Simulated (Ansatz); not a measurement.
Reaction (hydrogenolysis of a B–B bond): `CB([SiH3])BCl` + H₂ → `CB[SiH3]` + `BCl`

Calculated with Ansatz (gas phase, PBE0-D4/def2-TZVP geometries, no zero-point term in ΔE). CBS: MP2 limit from def2 TZ/QZ plus the TZ coupled-cluster correction, frozen cores. This one scheme is used for every species. DFT in def2-TZVPP. B3LYP here is the variant with VWN-RPA as its local correlation; programs differ in this. Each species was taken in one conformer, which may not be the lowest.

```json
{"level": "r2SCAN-D4", "ΔE (kJ/mol)": "-8.7", "difference from CCSD(T)/CBS": "10.0"}
{"level": "PBE0-D4", "ΔE (kJ/mol)": "-11.1", "difference from CCSD(T)/CBS": "7.6"}
{"level": "B3LYP-D4", "ΔE (kJ/mol)": "-15.5", "difference from CCSD(T)/CBS": "3.2"}
{"level": "ωB97X-V", "ΔE (kJ/mol)": "-21.0", "difference from CCSD(T)/CBS": "-2.3"}
{"level": "ωB97M-V", "ΔE (kJ/mol)": "-20.7", "difference from CCSD(T)/CBS": "-2.0"}
{"level": "B2PLYP", "ΔE (kJ/mol)": "-25.7", "difference from CCSD(T)/CBS": "-7.0"}
{"level": "PBE", "ΔE (kJ/mol)": "-10.7", "difference from CCSD(T)/CBS": "8.0"}
{"level": "r2SCAN", "ΔE (kJ/mol)": "-11.1", "difference from CCSD(T)/CBS": "7.6"}
{"level": "B3LYP", "ΔE (kJ/mol)": "-27.9", "difference from CCSD(T)/CBS": "-9.2"}
{"level": "HF/def2-TZVPP", "ΔE (kJ/mol)": "-53.1", "difference from CCSD(T)/CBS": "-34.4"}
{"level": "MP2/def2-TZVPP", "ΔE (kJ/mol)": "-19.4", "difference from CCSD(T)/CBS": "-0.7"}
{"level": "SCS-MP2/def2-TZVPP", "ΔE (kJ/mol)": "-27.2", "difference from CCSD(T)/CBS": "-8.5"}
{"level": "HF/def2-QZVPP", "ΔE (kJ/mol)": "-53.3", "difference from CCSD(T)/CBS": "-34.6"}
{"level": "MP2/def2-QZVPP", "ΔE (kJ/mol)": "-17.8", "difference from CCSD(T)/CBS": "0.9"}
{"level": "HF/CBS(def2)", "ΔE (kJ/mol)": "-53.3", "difference from CCSD(T)/CBS": "-34.6"}
{"level": "CCSD/CBS(def2)", "ΔE (kJ/mol)": "-24.6", "difference from CCSD(T)/CBS": "-5.9"}
{"level": "CCSD(T)/CBS", "ΔE (kJ/mol)": "-18.7", "difference from CCSD(T)/CBS": "0"}
```

Largest T1 diagnostic among the species: 0.013.

The D4 term adds +12.3 kJ/mol with B3LYP and +7.1 kJ/mol with PBE0; it sums over pairs of atoms, weighted by their polarisabilities, and B3LYP, whose exchange is more repulsive, gets the larger term. In def2-TZVPP, CCSD(T) changes the Hartree–Fock value by +31.5 kJ/mol (the triples alone add +5.9 kJ/mol) and MP2 by +33.7 kJ/mol. From PBE to PBE0 (25 % exact exchange), in def2-TZVPP and without D4, ΔE moves by −7.5 kJ/mol.
